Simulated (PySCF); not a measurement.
## Computed properties of NbBr5, SMILES [Br][Nb]([Br])([Br])([Br])[Br], multiplicity 1

NbBr5, SMILES [Br][Nb]([Br])([Br])([Br])[Br], multiplicity 1. The structure is a stationary point at PBE0-D3(BJ)/def2-SVP. The multiplicity is an assumed one; other spin states were not compared. The def2 effective core potentials stand for the cores of Nb; spin–orbit coupling is left out. One conformer was computed; it need not be the lowest. All values are computed for the isolated molecule unless a solvent is named; none is compared with measurement here.

**Structure.** The optimised structure has D3h symmetry. All 12 harmonic modes at PBE0-D3(BJ)/def2-SVP (PySCF) are real, so it is a minimum. With heavy atoms numbered as in [Nb:1]([Br:2])([Br:3])([Br:4])([Br:5])[Br:6], the shortest bond between them is Nb1–Br2 at 2.425 Å and the longest Nb1–Br4 at 2.476 Å.

**Vibrations.** The strongest infrared lines (harmonic, unscaled, degenerate partners summed) lie at 320 cm⁻¹ (158 km/mol, Nb 59 %, Br 41 %), 302 cm⁻¹ (154 km/mol, Nb 64 %, Br 36 %), 33 cm⁻¹ (3 km/mol, Br 100 %). The softest mode is at 33 cm⁻¹ and the zero-point energy is 2.9 kcal/mol.

**Electronic structure.** CAM-B3LYP/def2-TZVP (PySCF) places the frontier levels at -9.53 and -3.44 eV, a gap of 6.09 eV, and gives a dipole moment of 0.00 D. PBE/def2-TZVP (PySCF) at the same geometry gives -7.07 and -4.89 eV, so its gap is 3.91 eV narrower. An orbital gap is neither the optical nor the fundamental gap.

**Excitations.** TDA-M06-2X/def2-SVPD (PySCF) has S1 at 2.90 eV (427 nm, f = 0.000, dark); the most intense of the 6 singlets computed lies at 3.23 eV (f = 0.04). Strengths of degenerate partners are summed. T1 (TDA) is at 2.65 eV, 0.25 eV under S1. TDA-PBE/def2-SVPD (PySCF) puts S1 at 2.15 eV.
